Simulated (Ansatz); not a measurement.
The same hydrolysis along the group F, Cl, Br.

Gas-phase electronic energies from Ansatz, PBE0-D4/def2-TZVP geometries. CCSD(T)/CBS is the MP2 limit (def2-TZVPP, def2-QZVPP) plus CCSD(T) − MP2 in def2-TZVPP, frozen cores. This one scheme is used for every species. Functionals use def2-TZVPP. B3LYP here is the variant with VWN-RPA as its local correlation; programs differ in this. Elements past krypton have def2 core potentials. For Br, In outer-core shells are correlated without core-valence functions, which leaves a few kJ/mol of doubt a bond. Scalar relativity is left out up to krypton. One conformer a species, not always the lowest.

| reaction | CCSD(T)/CBS(def2) (eV) |
| --- | --- |
| `[F][In]([SH])[O][SiH3]` + H₂O → `[OH][In]([F])[SH]` + `O[SiH3]` | ? |
| `[SiH3][O][In]([SH])[Cl]` + H₂O → `[OH][In]([SH])[Cl]` + `O[SiH3]` | 0.21 |
| `[SiH3][O][In]([SH])[Br]` + H₂O → `[OH][In]([SH])[Br]` + `O[SiH3]` | 0.22 |

Problem. Fill in the missing values. (Best estimate.)

Solution. Computed: `[F][In]([SH])[O][SiH3]` + H₂O → `[OH][In]([F])[SH]` + `O[SiH3]`: +0.19 eV.

Largest T1 diagnostic: 0.016, for `[OH][In]([F])[SH]`.
